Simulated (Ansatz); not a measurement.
The cluster Sn3O3⁻, relaxed as a doublet with UKS B3LYP-D4/def2-SVPD in Ansatz, starting from the GFN2-xTB geometry. Force threshold 0.02 eV/Å.

In the def2 sets Sn takes a core potential; there is no spin–orbit coupling. The structure holds 1 bond(s) between oxygen atoms. The relaxation made no stability test and no search for a lower SCF solution. Another isomer (doublet) lies 3.79 eV lower at PBE0-D4/def2-TZVPD; other spin states weren't run for this one.

Start:

```csv
atom,x (Å),y (Å),z (Å)
Sn1,-1.588,1.048,-1.174
Sn2,-1.240,-0.646,1.148
Sn3,1.135,0.080,-1.407
O4,0.644,0.148,1.630
O5,-0.539,-1.072,-0.809
O6,1.589,0.442,0.612
```

(1) Estimate the energy that the relaxation releases and the steps that it takes.

(2) Does the start keep its bonding?

(3) Predict the relaxed structure.

Results:

(1) 0.15 eV, in 14 steps; 1.7 min on 4 threads of Intel Xeon Platinum 8259CL on a shared host. The force fell under the threshold at step 13, but the optimiser went on. No frequencies were taken in this run, so the end may be a saddle point.

(2) By distances, no bond broke or formed. The bond that changes most is Sn1–O5, from 2.39 to 2.28 Å (atoms count from 1).

(3) 
Cartesian coordinates in Å:
```
Sn -1.579 1.049 -1.291
Sn -1.203 -0.598 1.220
Sn 1.210 -0.058 -1.341
O 0.818 -0.159 1.607
O -0.639 -0.970 -0.809
O 1.393 0.736 0.613
```
Bond lengths (bridged metal pairs left out): 5 × O–Sn 2.10 to 2.28 Å; 1 × O–O 1.46 Å.
